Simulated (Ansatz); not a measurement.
(1) Predict a relaxed structure of (CdS)2 ring (Cd2S2), charge 0, singlet, at r2SCAN-D4/def2-SVP (Ansatz).

## Answers

(1) 
Cartesian coordinates in Å:
```
Cd 0.293 1.295 -0.401
S 1.768 -0.637 -0.764
Cd -0.293 -1.295 0.401
S -1.768 0.637 0.764
```
Point group D2h (tolerance 0.1 Å). This is one stationary point.

In the def2 sets Cd takes a core potential; there is no spin–orbit coupling.
